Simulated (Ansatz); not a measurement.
Energy profile

The step: ZnHCl ([Cl][ZnH]) + H₂O₂ ([OH][OH]) → ZnHClO₂ ([OH][O][Zn][Cl]) + H₂; bonds formed: H2–H4; dative contacts that become bonds: Zn1–O5; bonds broken: Zn1–H2, H4–O5 (atoms numbered as in the saddle structure below).

| atom | x (Å) | y (Å) | z (Å) |
| --- | --- | --- | --- |
| Zn1 | -0.7287 | -1.0303 | -0.0461 |
| H2 | -1.2855 | 0.1699 | 1.2019 |
| Cl3 | -1.3465 | -2.7916 | -1.0221 |
| H4 | -0.5189 | 0.6848 | 0.8241 |
| O5 | 0.5456 | 0.4396 | 0.1893 |
| O6 | 1.2466 | 1.1865 | -0.7980 |
| H7 | 2.0874 | 1.3411 | -0.3490 |

Electronic energies by CCSD(T) at an estimated basis limit (MP2 extrapolated from triple and quadruple zeta, plus CCSD(T) − MP2 in triple zeta), on PBE0-D4/def2-TZVP structures; ZnH$_{3}$ClO$_{2}$, singlet; no counterpoise correction. Program: Ansatz 0.2.0. Basis: def2-TZVPP and def2-QZVPP. Cores are frozen in the correlated methods. The 3s and 3p shells of Cu and Zn are frozen; filled d shells are correlated. Extrapolation: Hartree–Fock as exp(−7.88 √X), correlation as X^−2.97.

Problem. Give the profile in kcal/mol, counted from the separated reactants. (An estimate is asked for; the value comes from the calculation.)

Solution. By the calculation:
| point | kcal/mol |
| --- | --- |
| separated: ZnHCl (linked as [Cl][ZnH]; Zn1, H2, Cl3; singlet) + H$_{2}$O$_{2}$ (linked as [OH][OH]; H4, O5, O6, H7; singlet) | 0.00 |
| start structure | -12.09 |
| saddle | 20.50 |
| end structure | -3.50 |
| separated: ZnHClO$_{2}$ (linked as [OH][O][Zn][Cl]; Zn1, Cl3, O5, O6, H7; singlet) + H$_{2}$ (H2, H4; singlet) | -1.77 |

T1 diagnostic: at most 0.017.

For scale, one of the runs: CCSD(T)/def2-TZVPP, 210 basis functions, launched by `ansatz run in.yaml --threads 4 --pin off --events-out ev --progress --plain --max-ram 9574MiB`. Time: 3 min of wall clock on 4 CPU threads of an Intel Xeon; the host was shared. Peak host memory: 2.9 GiB.
